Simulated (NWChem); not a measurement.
**Worked example: ideal-gas entropy of CH4ClGe (SMILES [CH3][GeH][Cl])**

A doublet with charge 0, relaxed at UHF/6-31G* (spherical functions) (NWChem 7.3.0):

```xyz
7

C    -1.1565    1.5448    0.0210
Ge    0.4426    0.4034   -0.0390
Cl   -0.2295   -1.6794   -0.0038
H    -1.7209    1.3306    0.9218
H    -1.7835    1.3579   -0.8413
H    -0.8625    2.5885    0.0261
H     1.3420    0.5708    1.2058
```

Harmonic wavenumbers in cm⁻¹: 128, 169, 412, 564, 609, 709, 874, 937, 1423, 1599, 1605, 2187, 3209, 3292, 3308.

Masses in u: C 12.011, Ge 72.63, Cl 35.45, H 1.008. Take T = 298.15 K, p = 1 bar, R = 8.3145 J/(mol K), kT/hc = 207.22 cm⁻¹, rigid rotor and harmonic oscillator.

Question: Work out S° at 298 K.

Answer: 
1. Translation (Sackur–Tetrode): S = R[3/2 ln M + 5/2 ln T − 1.1517] with M = 124.123 gives 169.0 J/(mol K).
2. Rotation: principal moments 43.645, 154.062, 191.435 u Å² give A, B, C = 0.3862, 0.1094, 0.0881 cm⁻¹; the symmetry number is σ = 1; q = (√π/σ)√((kT/hc)³/ABC) = 86660; S = R(ln q + 3/2) = 107.0.
3. Vibration: with u = ν̃/207.22, each mode gives R[u/(eᵘ − 1) − ln(1 − e⁻ᵘ)]; the sum is 33.0, most from 128 cm⁻¹ (12.5), 169 cm⁻¹ (10.2), 412 cm⁻¹ (3.8).
4. Spin and the two mirror images of this shape: R ln 4 = 11.5.
5. Sum: 169.0 + 107.0 + 33.0 + 11.5 = 320.5 J/(mol K).

No measured value is set beside it here. Where a soft mode is a torsion, a harmonic oscillator describes it poorly. Unscaled Hartree–Fock wavenumbers run high.
